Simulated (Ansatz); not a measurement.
Computed with frozen-core CCSD(T)/cc-pVTZ // PBE-D3(BJ)/def2-TZVP (Ansatz, a quantum-chemistry and plane-wave program).

Ansatz 0.2 input:
```yaml
crystal:
  periodic: [false, false, false]
  atoms:
    - { symbol: C, position_ang: [-0.852194, 0.103792, -0.023918] }
    - { symbol: N, position_ang: [0.319559, -0.68182, -0.342701] }
    - { symbol: C, position_ang: [1.483283, -0.270136, -0.008726] }
    - { symbol: N, position_ang: [2.614838, 0.01961, 0.255417] }
    - { symbol: H, position_ang: [-0.643415, 1.048238, 0.49862] }
    - { symbol: H, position_ang: [-1.526659, -0.522365, 0.584092] }
    - { symbol: H, position_ang: [-1.395412, 0.302679, -0.962784] }
basis:
  gaussian: { orbitals: cc-pVTZ }
correlation:
  method: ccsd_t
magnetization:
  spin_polarized: true
  initial_magnetization: 1
```

Output:

```
Functional definition: HF
940 factors; integrals over basis functions are off by at most 9.7e-4 eV
mean field evaluation 1: about -5068.5527 eV, gradient 2.2e1 eV
mean field evaluation 2: about -5068.5576 eV, gradient 2.2e1 eV
mean field evaluation 4: about -5071.5989 eV, gradient 4.8e0 eV
mean field evaluation 8: about -5071.9753 eV, gradient 4.6e-1 eV
mean field evaluation 16: about -5071.9918 eV, gradient 7.9e-4 eV
mean field evaluation 32: about -5070.8825 eV, gradient 6.8e0 eV
mean field evaluation 64: about -5070.3884 eV, gradient 2.3e0 eV
mean field -5071.99177223 eV, -186.3922597101 hartree, gradient 3.1e-6 eV, S^2 0.955246; 3 other end points of the search recorded, 0 dependent functions left out
determinant -5071.99177223 eV, -186.3922597101 hartree, with singles and doubles -5091.10890183 eV, -187.0948012647 hartree
determinant -5070.51622688 eV, -186.3380344185 hartree, with singles and doubles -5089.77152732 eV, -187.0456536578 hartree
4 core orbitals not correlated
reference -5071.99177223 eV, -186.3922597101 hartree; 11, 10 occupied and 147, 148 virtual orbitals, 940 factors
second order -17.91102524 eV of doubles, -0.00000000 eV of singles
cycle   1  -18.90706725 eV  change    -1.6e0 eV  update   2.6e-2
cycle   2  -18.96267221 eV  change   -5.6e-2 eV  update   5.9e-3
cycle   3  -18.95945867 eV  change    3.2e-3 eV  update   2.8e-3
cycle   4  -18.96419259 eV  change   -4.7e-3 eV  update   1.2e-3
cycle   5  -18.96592979 eV  change   -1.7e-3 eV  update   6.4e-4
cycle   6  -18.96684008 eV  change   -9.1e-4 eV  update   2.8e-4
cycle   7  -18.96719243 eV  change   -3.5e-4 eV  update   1.3e-4
cycle   8  -18.96723099 eV  change   -3.9e-5 eV  update   7.3e-5
cycle   9  -18.96715798 eV  change    7.3e-5 eV  update   3.7e-5
cycle  10  -18.96713142 eV  change    2.7e-5 eV  update   1.7e-5
cycle  11  -18.96713080 eV  change    6.2e-7 eV  update   7.0e-6
perturbative correction -0.92134285 eV, -0.0338587254 hartree
Total energy: -5091.88024588 eV, -187.1231476359 hartree
```

Cost: around 4 core-minutes (rough).
